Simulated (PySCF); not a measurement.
This PySCF input asks for the NMR shieldings of SMILES CN(C)Bc1ccccc1, C₈H₁₂BN; the geometry comes from GFN2-xTB.

```python
import basis_set_exchange as bse
import numpy as np
from pyscf import gto, dft
from pyscf.prop import nmr

atoms = """
C    -3.260033   -0.535200   -0.046004
N    -1.865934   -0.171626    0.069901
C    -1.694661    1.001410    0.896979
B    -0.836886   -0.876242   -0.522385
C     0.663557   -0.418392   -0.380913
C     1.608200   -1.236243    0.238934
C     2.932093   -0.852922    0.359562
C     3.352232    0.361583   -0.155603
C     2.437264    1.186133   -0.787465
C     1.112532    0.800193   -0.891469
H    -3.684554   -0.751761    0.939729
H    -3.365048   -1.415096   -0.674171
H    -3.833755    0.285123   -0.489248
H    -2.129237    0.833379    1.887711
H    -2.196361    1.865269    0.448365
H    -0.637787    1.226090    1.010572
H    -1.098186   -1.839056   -1.142723
H     1.292950   -2.189229    0.641933
H     3.641041   -1.504950    0.851309
H     4.386675    0.662185   -0.068891
H     2.756687    2.134037   -1.198340
H     0.408803    1.454703   -1.389414
"""
names = dict.fromkeys(["C", "N", "B", "H"], "pcSseg-1")
basis = {el: gto.basis.parse(bse.get_basis(n, elements=[el], fmt="nwchem")) for el, n in names.items()}
mol = gto.M(atom=atoms, basis=basis, charge=0, verbose=0)
mf = dft.RKS(mol, xc="PBE0")
mf.grids.level = 2
mf.grids.alignment = dft.numint.BLKSIZE   # the property module wants whole blocks of grid points
mf.conv_tol = 1e-9
mf.kernel()

calc = nmr.RKS(mf)   # GIAO
C = mf.mo_coeff
Co = C[:, mf.mo_occ > 0]
resp = mf.gen_response(singlet=True, hermi=2)
def vind(x):   # induced exchange potential for any number of trial vectors
    d = np.einsum("pi,xij,qj->xpq", C, 2 * x.reshape(-1, C.shape[1], Co.shape[1]), Co, optimize=True)
    return np.einsum("xpq,pi,qj->xij", resp(d - d.transpose(0, 2, 1)), C, Co, optimize=True).ravel()
mo1, _ = nmr.rhf.solve_mo1(calc, with_cphf=vind)
sigma = calc.kernel(mo1)
for i, s in enumerate(sigma):   # ppm
    w = np.linalg.eigvalsh((s + s.T) / 2)
    print("%2d %-2s iso %8.1f  s11 %8.1f  s22 %8.1f  s33 %8.1f" % (i, mol.atom_pure_symbol(i), w.mean(), *w))
```

**Question.** Give the expected output.

**Answer.** 
```
 0 C  iso    139.2  s11    112.1  s22    121.2  s33    184.4
 1 N  iso    132.5  s11      8.2  s22    167.4  s33    222.1
 2 C  iso    145.1  s11    125.9  s22    129.2  s33    180.2
 3 B  iso     62.0  s11     29.4  s22     52.5  s33    104.1
 4 C  iso     37.2  s11    -57.0  s22    -18.6  s33    187.3
 5 C  iso     50.0  s11    -64.6  s22     36.3  s33    178.5
 6 C  iso     54.0  s11    -58.7  s22     42.1  s33    178.7
 7 C  iso     54.3  s11    -56.1  s22     40.3  s33    178.8
 8 C  iso     54.2  s11    -58.7  s22     42.8  s33    178.3
 9 C  iso     50.6  s11    -60.4  s22     37.1  s33    175.2
10 H  iso     28.7  s11     25.0  s22     26.4  s33     34.7
11 H  iso     28.1  s11     24.4  s22     26.9  s33     33.0
12 H  iso     28.7  s11     24.7  s22     26.7  s33     34.7
13 H  iso     29.3  s11     25.9  s22     26.8  s33     35.3
14 H  iso     29.1  s11     25.9  s22     26.5  s33     35.0
15 H  iso     28.0  s11     22.1  s22     28.7  s33     33.1
16 H  iso     26.1  s11     24.4  s22     25.7  s33     28.3
17 H  iso     24.2  s11     20.5  s22     23.3  s33     28.8
18 H  iso     24.1  s11     20.8  s22     24.5  s33     27.0
19 H  iso     24.2  s11     21.0  s22     24.7  s33     26.8
20 H  iso     24.1  s11     20.8  s22     24.3  s33     27.2
21 H  iso     24.3  s11     20.8  s22     22.7  s33     29.3
```

These numbers come from an equivalent density-fitted implementation of the same equations, which agrees with the script to about 0.01 ppm for H and up to a few tenths of a ppm for heavy atoms, so last digits may differ.

Size and cost of the density-fitted run: 230 basis functions, 55 s wall time on 1 thread of an Arm Neoverse V1, shared host.
